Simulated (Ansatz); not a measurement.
`[CH3][Al]([CH3])[F]` + `N=C=O` → `[CH3][Al]([CH3])[N]=C=O` + H–F at 400 K and 1 bar (ligand exchange at the Al–F bond).

Gas-phase electronic energies from Ansatz, PBE0-D4/def2-TZVP geometries. CBS: MP2 limit from def2 TZ/QZ plus the TZ coupled-cluster correction, frozen cores. This one scheme is used for every species. Each species was taken in one conformer, which may not be the lowest.

```
                  species  CCSD(T)/CBS energy (Eh)  H − E (kJ/mol)  S (J/(mol·K))
    `[CH3][Al]([CH3])[F]`               -421.62460           225.2          394.8
                  `N=C=O`               -168.51995            72.4          252.4
`[CH3][Al]([CH3])[N]=C=O`               -489.73458           263.6          454.6
                      H–F               -100.39570            36.5          182.2
```

H − E and S are ideal-gas, rigid-rotor, harmonic terms from PBE0-D4/def2-TZVP, for one conformer and one mirror image of each species. 1 Eh = 2625.50 kJ/mol, R = 8.31446 J/(mol·K).

Q: By hand: ΔE, ΔH, ΔS and ΔG.

A: ΔE = (-489.73458) + (-100.39570) − (-421.62460) − (-168.51995) = 0.01427 Eh = 37.5 kJ/mol. Δ(H − E) = 263.6 + 36.5 − 225.2 − 72.4 = 2.5, so ΔH = 40.0 kJ/mol. ΔS = 454.6 + 182.2 − 394.8 − 252.4 = -10.4 J/(mol·K). ΔG = 40.0 − 400 × (-10.4)/1000 = 44.2 kJ/mol.

Q: By hand: the equilibrium constant, and the temperature at which ΔG would vanish if ΔH and ΔS stayed fixed.

A: log₁₀ K = −ΔG/(RT ln 10) = -5.8. ΔH and −TΔS have one sign here, so there is no such temperature.

The number of gas molecules stays the same, so ΔS is small and ΔH decides. A doubt of 5 kJ/mol in ΔE shifts log₁₀ K by 0.7 here. Other conformers and mirror images would add mixing entropy, several J/(mol·K) or more a flexible species. Modes under 60 cm⁻¹, often nearly free rotors, make the harmonic entropy too high. These are equilibria of isolated gas molecules and say nothing of rates. Largest T1 diagnostic: 0.018 (customary marks: 0.02 for closed shells, 0.045 for open ones).

ΔS is within the doubt of such terms, so its sign, and with it that verdict, could turn.
